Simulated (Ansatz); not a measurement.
Consider the germylene formation by 1,1-elimination: `[F][Ge]([F])([F])[GeH3]` → `[F][Ge][F]` + `[F][GeH3]`.

Calculated with Ansatz (gas phase, PBE0-D4/def2-TZVP geometries, no zero-point term in ΔE). CBS: MP2 limit from def2 TZ/QZ plus the TZ coupled-cluster correction, frozen cores. DFT in def2-TZVPP. For Ge outer-core shells are correlated without core-valence functions, which leaves a few kJ/mol of doubt a bond. Scalar relativity is left out up to krypton.

CCSD(T)/CBS gives +0.88 eV.

(1) Another level gave +0.79 eV. Which?
A. B97M-V/def2-TZVPP
B. CCSD/def2-TZVPP
C. CAM-B3LYP-D4/def2-TZVPP
D. LDA (SPW92)/def2-TZVPP

Largest T1 diagnostic among the species: 0.015.

## Answers

(1) C. CAM-B3LYP-D4 0.79, B97M-V 0.91, LDA (SPW92) 1.14, CCSD/def2-TZVPP 1.00 eV.

From r2SCAN to r2SCAN0 (25 % exact exchange), in def2-TZVPP and without D4, ΔE moves by +0.08 eV. In def2-TZVPP, CCSD(T) changes the Hartree–Fock value by +0.24 eV (the triples alone add +0.02 eV) and MP2 by +0.30 eV.
